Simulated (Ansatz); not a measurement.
Mulliken charges of `F[CH]([GeH3])Br` from PBE/def2-TZVPP in Ansatz (PBE0-D4/def2-TZVP geometry).

```
atom   x (Å)   y (Å)   z (Å)  charge (e)
  F1  -0.189   1.691  -0.954      -0.147
  C2  -0.309   0.335  -0.862       0.030
 Ge3   0.518  -0.337   0.812       0.069
 Br4  -2.196  -0.147  -0.902      -0.112
  H5   0.112  -0.107  -1.766       0.137
  H6  -0.249   0.269   1.990       0.016
  H7   1.990   0.105   0.825      -0.001
  H8   0.415  -1.866   0.802       0.010
```

Problem. By hand: the dipole of these point charges (1 e Å = 4.8032 D).

Solution. Σ q r = (0.314, -0.274, 0.069) e Å, of length 0.422 e Å = 2.03 D.

Problem. How does the dipole of the full density compare? (Best estimate.)

Solution. Ansatz gave: (0.280, -0.195, 0.049) e Å, 1.66 D; the point charges give 1.22 times that, at 6° from its direction.

Point charges leave out the atoms' own dipoles, such as those of lone pairs, and Mulliken's split depends on the basis, so the two needn't agree.
